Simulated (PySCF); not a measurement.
Electron correlation in As⁺ (arsenic, charge +1)

Starting occupation: [Ar] 3d10 4s2 4p2, 4p3/2 with m_j = +1/2, +3/2. Computed with PySCF 2.14 in x2c-SVPall-2c with one added diffuse shell each of s, p, d type (6s7p4d, 47 functions), with X2C-1e with screened-nucleus spin-orbit coupling, Gaussian nucleus. Frozen: [Ne]; 22 electrons correlated.

MP2 pair energies summed by pair of shells (mhartree):

```
 pair   energy  share (%)
3d-3d  -119.79       39.0
3d-3p   -87.85       28.6
4p-4s   -28.86        9.4
3p-3p   -23.36        7.6
4s-4s   -13.50        4.4
3d-4p    -8.84        2.9
3d-3s    -6.73        2.2
3d-4s    -6.01        2.0
4p-4p    -4.64        1.5
3p-3s    -3.33        1.1
3p-4p    -1.82        0.6
3p-4s    -1.46        0.5
3s-3s    -0.76        0.2
3s-4s    -0.33        0.1
3s-4p    -0.18        0.1
```

Total MP2 correlation energy: -307.45 mhartree.

The GHF reference relaxed away from the jj start to a determinant that is no pure jj level (⟨S²⟩ = 1.96, ⟨J²⟩ = 6.01); the energies belong to that determinant.

This basis was not built for core-valence correlation, so the inner-shell part is incomplete.
